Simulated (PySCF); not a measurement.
Species: C7H10N2.
Cartesian coordinates in Å at the PBE0-D3(BJ)/def2-SVP level; atoms count from 1:
```xyz
19
C7H10N2 angstrom
C      2.7499    0.7577    0.0309
N      2.2035   -0.3447   -0.7083
C      1.0098   -0.7413   -0.5557
C     -0.0351   -0.2742    0.3978
C      0.3623    0.0755    1.7276
N      0.6885    0.3350    2.8111
C     -1.3550   -0.2646    0.0644
C     -1.8047   -0.6605   -1.3120
C     -2.4235    0.1362    1.0252
H      2.0112    1.4467    0.4755
H      3.4124    1.3327   -0.6344
H      3.3847    0.3720    0.8462
H      0.6851   -1.5703   -1.2049
H     -1.6462   -1.7385   -1.4833
H     -1.2474   -0.1268   -2.0954
H     -2.8750   -0.4585   -1.4513
H     -3.1694   -0.6714    1.1131
H     -2.9654    1.0159    0.6395
H     -2.0351    0.3707    2.0244
```

The closed-shell ground state was solved at several levels (PySCF, density fitting, gas phase, non-relativistic).

| level | basis functions | HOMO (eV) | LUMO (eV) | gap (eV) | dipole (D) |
| --- | --- | --- | --- | --- | --- |
| PBE0/pcSseg-1 | 203 | -7.23 | -1.85 | 5.38 | 4.52 |
| B97-2/pcSseg-1 | 203 | -6.97 | -1.90 | 5.07 | 4.51 |

(1) What might CAM-B3LYP/def2-SVPD (260 basis functions) give for the same quantities?

(2) Over all these levels, which gives the widest orbital gap and which the narrowest?

(3) How far do the dipole and the HOMO energy spread over the levels?

Answers

(1) HOMO -8.68 eV, LUMO -0.79 eV, gap 7.89 eV, dipole 4.66 D.

(2) CAM-B3LYP/def2-SVPD (range-separated hybrid) has the widest, 7.89 eV, and B97-2/pcSseg-1 (global hybrid, 21 % exact exchange) the narrowest, 5.07 eV. Functional and basis both differ between the two, so the spread mixes both effects.

(3) The dipole runs from 4.51 to 4.66 D (mean 4.56 D) and the HOMO from -8.68 to -6.97 eV.

One conformer stands for the species.
